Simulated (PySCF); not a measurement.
Compound: C₂H₅OSSi (doublet state).
Structure used (GFN2-xTB), in Å, numbered top down from 1:
```
atom  x, y, z in Å
C1     1.513    0.169    0.651
C2     1.199    0.737   -0.577
O3     1.887    1.019   -1.521
S4    -0.602    1.272   -0.607
Si5   -1.671   -0.550   -0.131
H6     0.766   -0.100    1.373
H7     2.551    0.100    0.928
H8    -1.957   -0.515    1.299
H9    -0.809   -1.668   -0.487
H10   -2.867   -0.459   -0.950
```

The hyperfine couplings belong to this conformer and change with its torsions.

As a line formula: `[CH2]C(=O)S[SiH3]` [radical].

Method used: UKS B3LYP, pcH-1 on C H O S Si, non-relativistic, mean-field spin-orbit, GIAO (PySCF). Isolated species at its GFN2-xTB geometry (one conformer only). A GFN2-xTB geometry isn't a minimum of the functional, and hyperfine couplings can be far from their values at a DFT geometry. The frame is twisted about the C1–C2 bond at this geometry (dihedral H6–C1–C2–S4 = 12°); couplings at other torsion angles weren't computed. Stability of the SCF solution: not tested.

(1) The isotropic 13C couplings are +66.6, -45.0 MHz. Assign them to C1; C2.

Results:

(1) 
```
site  a_iso (MHz)  ρ(0) (bohr⁻³)                 position  distance from C1 (Å)  spin population  largest |T| (MHz)
  C1        +66.6        +0.0595  largest spin population                  0.00            +0.85              132.4
  C2        -45.0        -0.0401           1 bond from C1                  1.39            -0.10               12.3
```

ρ(0) is the spin density at the nucleus and T the dipolar tensor; a_iso includes a spin–orbit part; entries for several nuclei are means. The largest Mulliken spin populations are on C1 (+0.85), O3 (+0.23), C2 (-0.10) and S4 (+0.08). The angles at C1 add up to 359.6°, so it is planar; its axial dipolar tensor and the negative couplings of its protons fit spin in a p orbital normal to that plane.

β density exceeds α density at some nuclei, such as C2 (-0.0401), H7 (-0.0112) and H6 (-0.0110), spin density in bohr⁻³. In a single determinant that takes different orbitals for the two spins, that is spin polarisation.

Means are taken over nuclei equivalent by connectivity, which assumes that they swap fast. H6 and H7 aren't averaged: C1 is flat or nearly so (angle sum 360°), and its turn about the short C1–C2 bond (1.39 Å) is taken as slow. The three 1H nuclei of mean +6.0 MHz run from 0.3 to 14.4 MHz in the frozen geometry.
